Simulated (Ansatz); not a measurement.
`[OH][Mo]([OH])([OH])([OH])([OH])[F]` and `[OH][Mo]([OH])([OH])([OH])([F])[Cl]` differ in one atom or group.

Ansatz, PBE0-D4/def2-TZVP geometries, multiplicity 1. Each molecule was computed in one conformer, which needn't be the lowest.

Elements past krypton have def2 core potentials.

```csv
property,`[OH][Mo]([OH])([OH])([OH])([OH])[F]`
HOMO–LUMO gap (ωB97M-V/def2-TZVPP) / eV,10.21
HOMO–LUMO gap (B3LYP/def2-TZVPP) / eV,5.23
HOMO energy (PBE0/def2-TZVPP) / eV,-9.09
zero-point energy (PBE0-D4/def2-TZVP) / kJ/mol,190.2
LUMO energy (PBE/def2-TZVPP) / eV,-3.94
HOMO–LUMO gap (PBE/def2-TZVPP) / eV,3.44
```

Question: Give the same properties after the change, and the shifts. (Estimate.)

Answer: Ansatz gave: 
```csv
property,`[OH][Mo]([OH])([OH])([OH])([F])[Cl]`,shift
HOMO–LUMO gap (ωB97M-V/def2-TZVPP) / eV,9.38,-0.83
HOMO–LUMO gap (B3LYP/def2-TZVPP) / eV,4.59,-0.64
HOMO energy (PBE0/def2-TZVPP) / eV,-8.65,0.44
zero-point energy (PBE0-D4/def2-TZVP) / kJ/mol,154.9,-35.3
LUMO energy (PBE/def2-TZVPP) / eV,-4.13,-0.19
HOMO–LUMO gap (PBE/def2-TZVPP) / eV,3.04,-0.40
```

With PBE0 the HOMO rises by 0.44 eV and the LUMO falls by 0.20 eV, so the gap narrows by about 0.64 eV. PBE moves the HOMO by 0.20 eV and ωB97M-V by 0.56 eV. The zero-point energy changes by -35.3 kJ/mol with -3 modes.

B3LYP here is the variant with VWN-RPA as its local correlation; programs differ in this.
